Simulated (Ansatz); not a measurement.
An input meant for (BeO)6 ring (Be₆O₆) (charge 0, singlet; with a point charge).

```yaml
crystal:
  periodic: [false, false, false]
  atoms:
    - {symbol: Be, position_ang: [-0.784887, -1.372738, 2.097053]}
    - {symbol: Be, position_ang: [-1.841676, -1.854919, -0.258214]}
    - {symbol: Be, position_ang: [-1.056524, -0.482261, -2.355164]}
    - {symbol: Be, position_ang: [0.785071, 1.372548, -2.097110]}
    - {symbol: Be, position_ang: [1.841482, 1.855099, 0.258270]}
    - {symbol: Be, position_ang: [1.056481, 0.482311, 2.355168]}
    - {symbol: O, position_ang: [-1.646343, -2.022470, 1.152516]}
    - {symbol: O, position_ang: [-1.815616, -1.464909, -1.637894]}
    - {symbol: O, position_ang: [-0.170610, 0.558191, -2.789782]}
    - {symbol: O, position_ang: [1.646378, 2.022400, -1.152523]}
    - {symbol: O, position_ang: [1.815724, 1.464833, 1.637882]}
    - {symbol: O, position_ang: [0.170509, -0.558095, 2.789778]}
basis:
  gaussian: {orbitals: "6-31++G**", point_charges: [{charge: -1.00, position_ang: [5.968, -0.630, 0.247]}]}
hamiltonian: {xc: {name: HF}}
correlation: {active_space: {window: {electrons: 6, orbitals: 2}}}
scf: {omitted_lower_state_checks: [starts]}
```

```sh
$ ansatz run in.yaml --threads 4 --pin off --events-out ev --progress --plain --max-ram 4787MiB
```

(1) Predict how Ansatz answers.

Results:

(1) The run stopped with an error. The active space doesn't fit the electrons.
```
Functional definition: HF
1938 factors; integrals over basis functions are off by at most 7.4e-4 eV
mean field evaluation 1: about -14617.5149 eV, gradient 9.5e1 eV
mean field evaluation 2: about -14618.7169 eV, gradient 9.6e1 eV
mean field evaluation 4: about -14635.3494 eV, gradient 4.7e0 eV
mean field evaluation 8: about -14635.5938 eV, gradient 3.5e-1 eV
mean field evaluation 16: about -14635.5945 eV, gradient 1.9e-6 eV
a density is far from that of the atoms, so the factors are made again for it
2156 factors; integrals over basis functions are off by at most 7.0e-4 eV
mean field evaluation 32: about -14635.4566 eV, gradient 1.0e0 eV
mean field -14635.59450441 eV, -537.8481776749 hartree, gradient 1.3e-6 eV, S^2 0.000000; 1 other end points of the search recorded, 0 dependent functions left out
reference -14635.59450441 eV, -537.8481776749 hartree; 36, 36 occupied and 192, 192 virtual orbitals, 2156 factors
Error: 6 electrons in 2 orbitals form no window around the highest filled level of the reference
```
